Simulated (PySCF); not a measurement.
Molecule: CH4NO (cation, charge +1), SMILES [NH3+]C=O. Atoms near the plane z = 1.0 Å, at the B3LYP/def2-SVP optimised geometry (x, y, z in Å): N1 (0.1, -0.7, 0.0), C2 (-0.5, 0.7, 0.0), O3 (-1.1, 1.0, 0.9), H5 (1.1, -0.7, 0.0), H6 (-0.2, -1.2, 0.8).

Method: B3LYP/def2-TZVP (PySCF). Cells within 0.4 Å of a nucleus heavier than hydrogen are left out (blank, or x). The values are rescaled to run from 0 to 1.

```
|0000000000001111111111110000000|
|0000000000111111111111111100000|
|0000000001111111111111111110000|
|0000000001111122222221111111000|
|0000000011112222222222211111100|
|0000000111122222332222222111110|
|0000011112333333333332222211111|
|0000111236776544443333322221111|
|0001112499999965544433332222111|
|0011123899x99997655444333222111|
|011112499xxx9998765544433322211|
|111122599xxx9999876554443332221|
|1111224999x99999877655444332221|
|1111223699999999987665544333222|
|1111223469999999987766554433222|
|1112223345789999998776655433222|
|1112223345678999999887665443322|
|1112233445689999999988765443322|
|1122233456799999999988765443322|
|1122233456899999999988765443322|
|1122233456899999999987665443322|
|1122233456899999999877655433222|
|1122233456799999998776554433222|
|1112233445689999987665544333221|
|1112223345568899876655443332221|
|1112223344556677665554433322211|
|1111222334445555555444333222211|
|1111122233344444444433332222111|
|0111122223333444433333322221111|
|0111112222233333333332222211111|
|0011111222222233322222221111110|
```
Scale: ten equal steps from 0.000 (start of '0') to 1.00 (end of '9'), in the order '0123456789'; x runs from -3.50 to 3.50, y from -3.50 (bottom) to 3.50 (top).

Question: Which quantity is mapped?
A) electrostatic potential
B) log10 of the electron density
C) Laplacian of the electron density
D) electron localisation function

Answer: A, electrostatic potential. In full: electrostatic potential (hartree/e), clipped to [0.09, 0.36].
